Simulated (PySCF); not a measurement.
Sn(H)2(Br)(OMe) (CH5BrOSn), SMILES [SnH2]([Br])[O]C.

Coordinates come from a B3LYP-D3(BJ)/def2-SVP optimisation. The structure was generated by enumeration; whether it is a known compound was not checked. The def2 effective core potentials stand for the cores of Sn; spin–orbit coupling is left out. Other conformers were not sampled.

Two levels are set side by side: PBE/def2-TZVP (PySCF) and B3LYP/def2-TZVP (PySCF). Same geometry, gas phase. Differences are taken from unrounded values.

| quantity | B3LYP | PBE | PBE minus B3LYP |
|---|---|---|---|
| orbital gap (eV) | 6.03 | 4.14 | -1.89 |
| highest occupied level (eV) | -7.67 | -6.36 | 1.31 |
| lowest empty level (eV) | -1.64 | -2.22 | -0.58 |
| dipole moment (D) | 1.84 | 1.76 | -0.08 |
| mean polarisability (bohr³) | 75.7 | 78.3 | 2.6 |

Without exact exchange PBE keeps part of each electron's self-repulsion, which lifts occupied levels and narrows the gap. Loosely held outer electrons make PBE densities more polarisable. Differences between two approximate levels are no errors against the true value.

Rough cost on one machine, each run with all the roots and properties that it gave: B3LYP against PBE within a factor of 2.
